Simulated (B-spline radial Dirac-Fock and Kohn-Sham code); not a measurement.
**Photoionisation of neon ions at W Kα (59318.2 eV)**

Calculated with a radial finite-basis atomic code, using a relativistic central-field model (Hartree-Slater potential of the initial state, Latter tail, multipole expansion of the photon field, Dirac-Fock thresholds). Cross sections in kb; a dash marks an empty subshell or a threshold above the photon energy.

| ion | configuration | total | 1s | 2s | 2p1/2 | 2p3/2 |
| --- | --- | --- | --- | --- | --- | --- |
| Ne | [He] 2s2 2p6 | 0.001319 | 0.00125 | 7.19e-05 | 2.82e-07 | 5.16e-07 |
| Ne⁶⁺ | [He] 2s2 | 0.001375 | 0.00126 | 0.000116 | – | – |
| Ne⁹⁺ | 1s1 | 0.0006604 | 0.000660 | – | – | – |
